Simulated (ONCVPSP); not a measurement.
**Pb, ONCV: configuration errors across variants**

lead (Pb), optimised norm-conserving Vanderbilt (ONCV), made with ONCVPSP 4.0.1 (BLYP, fully relativistic). Core [Xe] 4f14, reference 5d10 6s2 6p1.5 (charge +0.5). Waves: 6s: rc 1.70 bohr, ncon 3, nbas 7, qcut 3.3 1/bohr, 2 projectors, debl 0.4 Ha; 6p: rc 1.95 bohr, ncon 5, nbas 9, qcut 4.3 1/bohr, 3 projectors, debl 1.4 Ha; 5d: rc 1.50 bohr, ncon 4, nbas 8, qcut 11.3 1/bohr, 1 projector. Local part: polynomial inside 1.00 bohr (lpopt 5, dvloc0 -1 Ha). Core correction: Teter function, fcfact 3.5, rcfact 1.55.

Open shells are filled in proportion to 2j + 1.

In the s channel the program set the typed energies aside and used -0.564, 0.250 Ha.

All-electron excitation energies from the reference (eV): (1) 5d10 6s2 6p2 -2.522; (2) 5d10 6s2 6p1 4.139; (3) 5d10 6s2 6p0 17.792; (4) 5d9 6s2 6p3 16.455.

5 further variants failed, have other tests or too few solved ones, and are left out.

A true bound ghost makes a file unfit for plane-wave use even where its test errors are small: the radial tests pick states by their node count and pass the ghost by.

Errors AE − PS in meV (a dash: test not solved or not reliable):

```tsv
change	(1)	(2)	(3)	(4)	bound ghosts	GHOST(+) flags above zero
base	-0.2	-0.4	-6.3	-129	s, p3/2, p1/2	p3/2, p1/2
s: rc 2.36	-0.2	-0.3	-5.6	-113	s, p3/2, p1/2	s, p3/2, p1/2
s: debl 1.15	-0.2	-0.4	-6.2	-130	s, p3/2, p1/2	s, p3/2, p1/2
core correction Teter function, fcfact 4, rcfact 1.55	-0.3	-0.4	-7.6	-132	s, p3/2, p1/2	p3/2, p1/2
p: rc 2.48	-0.3	-0.6	-8.3	-163	s, p3/2, p1/2	p3/2
```

(1) Give the same row for: d: nproj 2.

## Answers

(1) -0.2, -0.4, -6.3, -137; bound ghosts: s, p3/2, p1/2; GHOST(+) flags above zero: p3/2, p1/2.
